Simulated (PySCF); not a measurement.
Two species compared at the same levels of theory.

First species: C4H9FSSi.
SMILES: `CC[SiH2][C@@H]1S[C@@H]1F`

Second species: C4H5ClO2.
SMILES: `C(/C(=O)Cl)=C/OC`

Levels: PBE0/def2-SVPD for dipole moment, HOMO energy, LUMO energy, HOMO–LUMO gap, static isotropic polarisability and electronic spatial extent ⟨r²⟩ about the centre of nuclear charge; TDDFT PBE0/def2-SVPD for lowest singlet excitation; TDA PBE0/def2-SVPD for lowest triplet excitation (Tamm–Dancoff); GFN2-xTB for rotational constant A and rotational constant C. Geometries: GFN2-xTB. Each structure is a single optimised conformer of the isolated species, non-relativistic unless stated; the electronic structure was computed with PySCF and density fitting.

The conformers computed, where there is a choice (atom-mapped SMILES and torsion angles):
- `[CH3:1][CH2:2][SiH2:3][C@@H:4]1[S:5][C@@H:6]1[F:7]`: C1–C2–Si3–C4 -177°, C2–Si3–C4–S5 21°
- `[CH3:1][O:2]/[CH:3]=[CH:4]\[C:5](=[O:6])[Cl:7]`: C1–O2–C3–C4 178°, C3–C4–C5–O6 179°

Task: Which of the two has the higher rotational constant C, and by how much?

Result: The second: 1.068 GHz against 1.027 GHz, a difference of 0.041 GHz.

Task: Which of the two has the higher rotational constant A, and by how much?

Result: The second: 4.300 GHz against 2.785 GHz, a difference of 1.515 GHz.

Task: Which has the higher dipole moment?

Result: The second: 6.29 D against 1.15 D, a difference of 5.14 D.

Task: Which has the higher HOMO–LUMO gap?

Result: The first: 6.52 eV against 5.84 eV, a difference of 0.68 eV.

Task: Which has the higher HOMO energy?

Result: The first: -6.87 eV against -7.66 eV, a difference of 0.79 eV.

Task: Which has the higher S1 energy?

Result: The first: 4.81 eV against 4.49 eV, a difference of 0.32 eV.

Task: Which has the higher T1 energy?

Result: The first: 4.32 eV against 3.37 eV, a difference of 0.95 eV.

Task: Which of the two has the higher static isotropic polarisability, and by how much?

Result: The first: 93.2 au against 75.3 au, a difference of 17.9 au.

On the first: In atomic units the dipole is 0.45 e·bohr (1 au = 2.5417 D). The principal polarisabilities are 82.3, 91.0 and 106.2 au; their mean is the isotropic value.

On the second: The principal polarisabilities are 48.6, 73.9 and 103.4 au; their mean is the isotropic value. The vertical singlet–triplet gap S1 − T1 is 1.12 eV (TDDFT singlet less Tamm–Dancoff triplet; S1: HOMO−1→LUMO, weight 0.94; T1: HOMO→LUMO, weight 0.95).
